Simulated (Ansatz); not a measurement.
```xyz
14

B     1.657   -0.110   -0.525
C     0.208    0.036   -1.024
C     0.222    1.020    0.227
Si   -1.096    0.172    1.324
Si   -1.046   -1.276   -0.497
H     2.523    0.578   -0.983
H     1.927   -0.931    0.309
H     0.067    0.566   -1.962
H     1.209    0.998    0.766
H     0.097    2.062   -0.061
H    -2.318    1.018    1.429
H    -0.637   -0.163    2.699
H    -0.517   -2.661   -0.394
H    -2.296   -1.309   -1.307
```

Total charge 0; spin multiplicity 1.

Task: List the B3LYP/def2-TZVPP orbital energies in eV (Ansatz 0.2.0). (Estimate.)

Result: The calculation gave: Occupied: -1798.98, -1798.77, -277.62, -276.58, -183.34, -143.53, -143.33, -98.85, -98.84, -98.83, -98.66, -98.64, -98.63, -21.74, -16.96, -15.42, -14.04, -13.15, -12.20, -10.91, -10.19, -10.00, -9.48, -9.09, -8.41, -7.97, -7.22. Lowest empty: -0.54, -0.32, -0.05, 0.43, 0.85, 1.41, 1.56, 1.87.

B3LYP here is the variant with VWN-RPA as its local correlation; programs differ in this.
